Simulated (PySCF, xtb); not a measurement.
Ge(H)2(PH2)2 (GeH6P2), SMILES [PH2][GeH2][PH2].

GFN2-xTB run with xtb at its own geometry gives an orbital gap of 4.08 eV and a dipole moment of 1.90 D.

Geometry: PBE-D3(BJ)/def2-SVP. This is a generated structure with no PubChem entry under its InChIKey; it may be hypothetical. One conformer was computed; it need not be the lowest.

**Question.** What does PBE0/def2-TZVPD run with PySCF give? (Estimate from the structure and the level; the computed values follow.)

**Answer.** gap 6.31 eV (levels -7.09 and -0.78 eV), dipole 0.61 D.
